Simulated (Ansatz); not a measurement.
V3O2⁺, relaxed as a singlet with RKS PBE-D4/def2-SVP in Ansatz, starting from the GFN2-xTB geometry. Force threshold 0.02 eV/Å.

The restricted singlet is unstable towards broken spin symmetry at other levels; at PBE-D4/def2-SVP this wasn't settled. The relaxation made no stability test and no search for a lower SCF solution. No other spin state of charge 1 was run. Another isomer (singlet) lies 0.11 eV lower at PBE0-D4/def2-TZVP; other spin states weren't run for this one.

Start:

```xyz
5

V     1.449    1.532    0.924
V     0.121   -0.073   -0.172
V    -1.914   -1.250   -0.264
O    -1.180   -0.186   -1.165
O     1.524   -0.023    0.677
```

| step | energy (eV) | largest force component (eV/Å) | SCF passes |
| --- | --- | --- | --- |
| 1 | -81111.8723 | 7.317 | 144 |
| 2 | -81113.4296 | 3.243 | 66 |
| 3 | -81113.9441 | 2.380 | 153 |
| 4 | -81114.6462 | 3.247 | 49 |
| 5 | -81115.6364 | 2.516 | 41 |
| 6 | -81116.4325 | 2.037 | 39 |
| 7 | -81116.9743 | 1.107 | 32 |
| 8 | -81117.0454 | 0.805 | 39 |
| 9 | -81117.0785 | 0.955 | 42 |
| 10 | -81117.1593 | 0.273 | 34 |
| 11 | -81117.1636 | 0.197 | 27 |
| 12 | -81117.1664 | 0.210 | 26 |
| 13 | -81117.1698 | 0.033 | 26 |
| 14 | -81117.1698 | 0.002 | 29 |

Force components are those of the run's own axes.

End:

```xyz
5

V     0.5215    1.0062    1.0707
V     0.4031   -0.2433   -0.5712
V    -1.4722   -0.4321    0.2765
O    -1.3405   -0.4822   -1.3923
O     1.8881    0.1515    0.6163
```

Bonds formed: V1–V3 (atoms count from 1).

No frequencies were taken in this run, so the end may be a saddle point.

Hardware: 4 threads of Arm Neoverse V2 on a shared host. Wall time 28 s.
